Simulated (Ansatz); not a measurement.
`C[SiH2]B(C)C` + `N[SiH2]C(O)F` → `C[SiH2]C(O)F` + `CB(C)[SiH2]N`  (redistribution)

Computed with Ansatz on PBE0-D4/def2-TZVP structures; ΔE is electronic, products minus reactants. CCSD(T)/CBS is the MP2 limit (def2-TZVPP, def2-QZVPP) plus CCSD(T) − MP2 in def2-TZVPP, frozen cores. One conformer a species, not always the lowest.

`C[SiH2]B(C)C`:

```xyz
16

C    -0.776   -2.014    1.240
Si   -1.017   -0.179    0.905
B     0.279    0.629   -0.433
C    -0.015    2.052   -1.004
C     1.565   -0.142   -0.872
H    -1.483   -2.380    1.987
H    -0.919   -2.597    0.326
H     0.235   -2.211    1.606
H    -0.866    0.575    2.191
H    -2.424    0.061    0.459
H    -0.603    1.865   -1.918
H     0.877    2.597   -1.328
H    -0.635    2.698   -0.379
H     2.020    0.222   -1.798
H     2.298    0.053   -0.071
H     1.464   -1.229   -0.912
```

`N[SiH2]C(O)F`:

```xyz
11

N    -0.689   -1.379   -0.072
Si    0.750   -0.452   -0.321
C     0.241    1.288    0.278
O    -1.042    1.567   -0.125
F     0.308    1.270    1.684
H    -0.896   -1.732    0.850
H    -0.973   -2.043   -0.774
H     1.013   -0.442   -1.783
H     1.946   -0.928    0.422
H     0.876    2.118   -0.041
H    -1.535    0.732   -0.117
```

`C[SiH2]C(O)F`:

Z-matrix (Å, degrees):
```
C
Si 1 1.863
H 1 1.092 2 110.2
H 1 1.092 2 110.2 3 119.5
H 1 1.092 2 111.1 3 -120.2
C 2 1.914 1 109.4 3 -59.9
H 2 1.488 1 112.1 3 -178.9
H 2 1.487 1 112.1 3 58.6
F 6 1.402 2 108.5 1 63.0
O 6 1.379 2 108.9 1 -56.3
H 6 1.099 2 113.2 1 178.9
H 10 0.963 6 109.6 2 -171.6
```

`CB(C)[SiH2]N`:

Z-matrix (Å, degrees):
```
C
B 1 1.562
H 1 1.093 2 115.0
H 1 1.094 2 114.7 3 -128.9
H 1 1.103 2 104.7 3 115.3
C 2 1.564 1 120.1 3 151.0
Si 2 2.030 1 121.4 3 -29.9
H 6 1.102 2 104.7 1 -87.9
H 6 1.093 2 115.9 1 155.8
H 6 1.095 2 114.0 1 27.2
N 7 1.734 2 119.4 1 8.6
H 7 1.495 2 109.0 1 130.4
H 7 1.497 2 107.1 1 -113.9
H 11 1.008 7 119.7 2 -59.9
H 11 1.007 7 118.9 2 80.6
```

| species | CCSD(T)/CBS(def2) energy (Eh) |
| --- | --- |
| `C[SiH2]B(C)C` | -434.66104 |
| `N[SiH2]C(O)F` | -560.42813 |
| `C[SiH2]C(O)F` | -544.35930 |
| `CB(C)[SiH2]N` | -450.72438 |

Task: Work out ΔE.

Result: ΔE = (-544.35930) + (-450.72438) − (-434.66104) − (-560.42813) = 0.00549 Eh = +14.4 kJ/mol.

Largest T1 diagnostic among the species: 0.012.

In def2-TZVPP, CCSD(T) changes the Hartree–Fock value by +9.4 kJ/mol (the triples alone add +1.9 kJ/mol) and MP2 by +9.9 kJ/mol.
